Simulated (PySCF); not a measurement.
Species: C$_{3}$H$_{2}$F$_{5}$, charge 0, multiplicity 2. It need not be the lowest isomer of its formula. SMILES: FC(F)[CH]C(F)(F)F
Structure (B3LYP-D3(BJ)/def2-TZVP (Ansatz) minimum search):
```xyz
10

F     -2.3256     0.4564     0.3389
C     -1.2784    -0.4159     0.4920
F     -1.7966    -1.6775     0.3727
C     -0.2777    -0.1868    -0.5770
C      1.0813     0.3186    -0.2662
F      1.0656     1.6333     0.0598
F      1.6254    -0.3306     0.7870
F      1.9092     0.1745    -1.3123
H     -0.8850    -0.3014     1.5023
H     -0.5695    -0.2992    -1.6109
```
Charge 0, spin multiplicity 2.

Dispersion corrections to the total energy (kcal/mol) from the dftd3 and dftd4 libraries through PySCF: D3(BJ) without and D4 with the three-body term, each with the damping fitted for the functional named.

```json
[
 {"functional": "TPSSh", "D3(BJ)": "[?]", "D4": "-5.27"},
 {"functional": "revPBE", "D3(BJ)": "-10.37", "D4": "-15.19"},
 {"functional": "TPSS", "D3(BJ)": "-4.91", "D4": "-5.79"},
 {"functional": "BP86", "D3(BJ)": "[?]", "D4": "-5.52"},
 {"functional": "PBE0", "D3(BJ)": "-3.34", "D4": "-3.58"},
 {"functional": "B3LYP", "D3(BJ)": "-6.68", "D4": "-6.79"},
 {"functional": "r2SCAN", "D3(BJ)": "[?]", "D4": "-1.11"}
]
```

Q: Complete the blanks.

A: 
- TPSSh, D3(BJ): -4.46
- BP86, D3(BJ): -5.92
- r2SCAN, D3(BJ): -1.09
